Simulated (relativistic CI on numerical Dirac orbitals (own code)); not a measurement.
Os4+: O2,3 absorption edge

Computed with this model: Dirac-Coulomb-Breit CI, KLI orbitals optimised for each configuration, model QED (radiative potential, 1s self-energy scaled to tabulated hydrogen-like ionisation energies), valence Slater integrals scaled by 0.8, multiplet model of core-to-valence dipole absorption; configurations [Xe] 4f14 5d4 → [Kr] 4d10 4f14 5s2 5p5 5d5; 300 K; Lorentzian 1.5 eV and Gaussian 0.3 eV FWHM. Energies are those of the free ion, without screening or charge transfer. The branching ratio is the share of the lower-energy edge in the whole absorption, uncertain by about 0.02 where the edges overlap. S is read from ⟨S²⟩ = S(S + 1).

Field parameters in Wybourne normalisation: Oh B⁴₀ = 21Dq, B⁴₄ = √(5/14) B⁴₀. The field is a parameter set, without covalency.

free ion: ground-state S = 1.71, centroid 51.95 eV. Peaks (eV, height): 49.2 (100), 55.2 (49).

Oh, 10Dq = 8500 cm⁻¹: ground-state S = 1.60, centroid 52.25 eV. Peaks (eV, height): 49.5 (100), 55.8 (41), 65.0 (10).

Oh, 10Dq = 19200 cm⁻¹: ground-state S = 1.25, centroid 53.31 eV. Peaks (eV, height): 50.0 (100), 56.2 (27), 65.5 (25).

Oh, 10Dq = 29850 cm⁻¹: ground-state S = 1.06, centroid 54.39 eV. Peaks (eV, height): 45.0 (22), 51.2 (100), 53.5 (55), 61.0 (9), 64.5 (44), 67.0 (24).

Oh, 10Dq = 40550 cm⁻¹: ground-state S = 1.01, centroid 55.15 eV. Peaks (eV, height): 44.2 (35), 50.2 (74), 52.5 (100), 54.8 (42), 61.0 (14), 65.5 (67), 68.8 (17).

Strongest unbroadened transitions for Oh, 10Dq = 40550 cm⁻¹:

```csv
Energy (eV),Relative strength
44.27,68.4
49.28,33.7
49.96,33.5
50.10,35.9
50.28,29.7
51.47,24.0
51.85,26.3
52.00,17.5
52.18,17.3
52.58,100.0
53.03,18.6
53.09,35.1
54.91,13.0
55.73,12.5
56.89,13.5
65.34,74.6
65.42,58.5
69.21,11.6
```
